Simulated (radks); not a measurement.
Spherical quantum dot in the effective-mass picture: electrons in a parabolic well V = omega^2 r^2 / 2 with omega = 0.0723, with a point charge +2 (a donor) at the centre, all in effective atomic units (hartree* = m*/eps^2 hartree, bohr* = eps/m* bohr), one dielectric constant everywhere. Method: non-relativistic Kohn-Sham, PBE, spin-polarised, spherical densities; computed with a radial shooting solver with Libxc functionals. Levels are named by radial order and angular momentum (1s, 1p, 1d, 2s, ...), and open shells are averaged over m.

N = 6, configuration 1s2 1p(up 3, down 0) 2s(up 1, down 0). This is the lowest configuration that the search found (a dilute case). Occupied and some empty levels:

| level | occupation | eigenvalue (hartree*) | <r> (bohr*) |
|---|---|---|---|
| 1s up | 1 | 0.070622 | 0.9499 |
| 1s down | 1 | 0.073884 | 0.9535 |
| 2s up | 1 | 0.55166 | 6.556 |
| 1p up | 3 | 0.57771 | 6.962 |
| 1d up | 0 | 0.62490 | 7.872 |
| 1f up | 0 | 0.67790 | 8.650 |
| 2p up | 0 | 0.69777 | 7.933 |
| 1g up | 0 | 0.73508 | 9.395 |

Energy (hartree*): total -1.52223, kinetic 3.0893, external -7.4982, Hartree 4.3780, exchange-correlation -1.4914.

Electron density:

| r (bohr*) | n(r) (e/bohr*^3) |
|---|---|
| 0.531 | 0.4827 |
| 1.12 | 0.06595 |
| 1.71 | 0.01126 |
| 2.30 | 0.002742 |
| 2.89 | 0.001468 |
| 3.48 | 0.001460 |
| 4.08 | 0.001606 |
| 4.67 | 0.001711 |
| 5.26 | 0.001727 |
| 5.85 | 0.001647 |
| 6.44 | 0.001480 |
| 7.03 | 0.001251 |
| 7.62 | 0.0009874 |
| 8.21 | 0.0007221 |
| 8.80 | 0.0004879 |
| 9.39 | 0.0003078 |
| 9.98 | 0.0001837 |
| 10.6 | 0.0001040 |
| 11.2 | 0.00005635 |
| 11.8 | 0.00002899 |
